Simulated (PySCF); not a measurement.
PySCF job for Al(Br)2(OMe) (CH3AlBr2O), SMILES C[O][Al]([Br])[Br], C-PCM-B3LYP/def2-SVP. Geometry: PBE0-D3(BJ)/def2-SVP. One conformer was computed; it need not be the lowest.

```python
import numpy as np
from pyscf import gto, scf, dft
from pyscf.solvent import pcm

mol = gto.M(
    atom='''
    Al   -0.39168724    0.00337284    0.00000000
    Br    0.24501732   -2.13372747   -0.00000000
    Br    1.12814021    1.64993658   -0.00000000
    O    -2.03094010    0.35720285    0.00000000
    C    -2.88490001    1.45722084   -0.00000000
    H    -3.53575964    1.43471165   -0.89032647
    H    -3.53575964    1.43471165    0.89032646
    H    -2.34013952    2.41846340   -0.00000001
    ''',
    basis='def2-SVP',
    charge=0,
    spin=0,
    max_memory=1600,
    verbose=3,
)
mf = dft.RKS(mol, xc='b3lyp').density_fit(auxbasis='def2-universal-jkfit')
mf.grids.level = 3
mf.conv_tol = 1e-9
mf.max_cycle = 100
mf.kernel()
res = {}
for name, eps in {'water': 78.355, 'ethanol': 24.852, 'chlorobenzene': 5.6968}.items():
    s = mf.PCM()
    s.with_solvent.method, s.with_solvent.eps, s.with_solvent.lebedev_order = 'C-PCM', eps, 29
    s.kernel(mf.make_rdm1())
    res[name] = (s.e_tot, eps, s.dip_moment(), s.mo_energy, s.converged)
    print(f'{name}: electrostatic solvation free energy {(s.e_tot - mf.e_tot) * 627.509474:.3f} kcal/mol')
```

It prints:

```
converged SCF energy = -5505.34300730853

WARN: PCM is an experimental feature. It is still in testing.
Features and APIs may be changed in the future.

converged SCF energy = -5505.35073781542
Dipole moment(X, Y, Z, Debye): -1.47578,  1.39557,  0.00000
water: electrostatic solvation free energy -4.851 kcal/mol

WARN: PCM is an experimental feature. It is still in testing.
Features and APIs may be changed in the future.

converged SCF energy = -5505.35049850485
Dipole moment(X, Y, Z, Debye): -1.46675,  1.38625,  0.00000
ethanol: electrostatic solvation free energy -4.701 kcal/mol

WARN: PCM is an experimental feature. It is still in testing.
Features and APIs may be changed in the future.

converged SCF energy = -5505.34934307254
Dipole moment(X, Y, Z, Debye): -1.42362,  1.34211,  0.00000
chlorobenzene: electrostatic solvation free energy -3.976 kcal/mol
```

The calculation finished and met its thresholds.

Cost: about 80 core-seconds (a rough figure).
